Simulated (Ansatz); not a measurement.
As5P4⁻. Total charge -1; singlet. Geometry PBE-D4/def2-SVP.

```tsv
atom	x (Å)	y (Å)	z (Å)
P1	0.229	1.444	0.741
P2	2.103	-0.829	2.272
P3	-1.712	1.272	-0.354
P4	0.009	-0.110	2.492
As5	-2.030	-0.957	-1.068
As6	0.405	-1.910	0.999
As7	-0.187	1.760	-2.097
As8	1.727	-0.179	-0.154
As9	-0.545	-0.490	-2.832
```

Another isomer (singlet) lies 1.31 eV lower at PBE0-D4/def2-TZVPD; other spin states weren't run for this one.

**Question.** Estimate the orbital energies around the gap (eV) in Ansatz with PBE-D4/def2-TZVPD, r2SCAN-D4/def2-TZVPD, PBE0-D4/def2-TZVPD.

**Answer.** 
```json
{"orbital": "HOMO−9", "PBE-D4/def2-TZVPD": "-4.12", "r2SCAN-D4/def2-TZVPD": "-4.44", "PBE0-D4/def2-TZVPD": "-5.20"}
{"orbital": "HOMO−8", "PBE-D4/def2-TZVPD": "-3.67", "r2SCAN-D4/def2-TZVPD": "-3.97", "PBE0-D4/def2-TZVPD": "-4.74"}
{"orbital": "HOMO−7", "PBE-D4/def2-TZVPD": "-3.51", "r2SCAN-D4/def2-TZVPD": "-3.81", "PBE0-D4/def2-TZVPD": "-4.54"}
{"orbital": "HOMO−6", "PBE-D4/def2-TZVPD": "-2.61", "r2SCAN-D4/def2-TZVPD": "-2.87", "PBE0-D4/def2-TZVPD": "-3.56"}
{"orbital": "HOMO−5", "PBE-D4/def2-TZVPD": "-2.38", "r2SCAN-D4/def2-TZVPD": "-2.62", "PBE0-D4/def2-TZVPD": "-3.31"}
{"orbital": "HOMO−4", "PBE-D4/def2-TZVPD": "-2.27", "r2SCAN-D4/def2-TZVPD": "-2.51", "PBE0-D4/def2-TZVPD": "-3.14"}
{"orbital": "HOMO−3", "PBE-D4/def2-TZVPD": "-2.02", "r2SCAN-D4/def2-TZVPD": "-2.24", "PBE0-D4/def2-TZVPD": "-2.91"}
{"orbital": "HOMO−2", "PBE-D4/def2-TZVPD": "-1.92", "r2SCAN-D4/def2-TZVPD": "-2.13", "PBE0-D4/def2-TZVPD": "-2.78"}
{"orbital": "HOMO−1", "PBE-D4/def2-TZVPD": "-1.69", "r2SCAN-D4/def2-TZVPD": "-1.90", "PBE0-D4/def2-TZVPD": "-2.56"}
{"orbital": "HOMO", "PBE-D4/def2-TZVPD": "-1.13", "r2SCAN-D4/def2-TZVPD": "-1.29", "PBE0-D4/def2-TZVPD": "-1.81"}
{"orbital": "LUMO", "PBE-D4/def2-TZVPD": "0.18", "r2SCAN-D4/def2-TZVPD": "0.14", "PBE0-D4/def2-TZVPD": "0.69"}
{"orbital": "LUMO+1", "PBE-D4/def2-TZVPD": "0.94", "r2SCAN-D4/def2-TZVPD": "1.05", "PBE0-D4/def2-TZVPD": "1.62"}
{"orbital": "LUMO+2", "PBE-D4/def2-TZVPD": "1.21", "r2SCAN-D4/def2-TZVPD": "1.30", "PBE0-D4/def2-TZVPD": "1.86"}
{"orbital": "LUMO+3", "PBE-D4/def2-TZVPD": "1.26", "r2SCAN-D4/def2-TZVPD": "1.39", "PBE0-D4/def2-TZVPD": "1.97"}
{"orbital": "LUMO+4", "PBE-D4/def2-TZVPD": "1.45", "r2SCAN-D4/def2-TZVPD": "1.53", "PBE0-D4/def2-TZVPD": "2.13"}
{"orbital": "LUMO+5", "PBE-D4/def2-TZVPD": "1.54", "r2SCAN-D4/def2-TZVPD": "1.66", "PBE0-D4/def2-TZVPD": "2.23"}
```
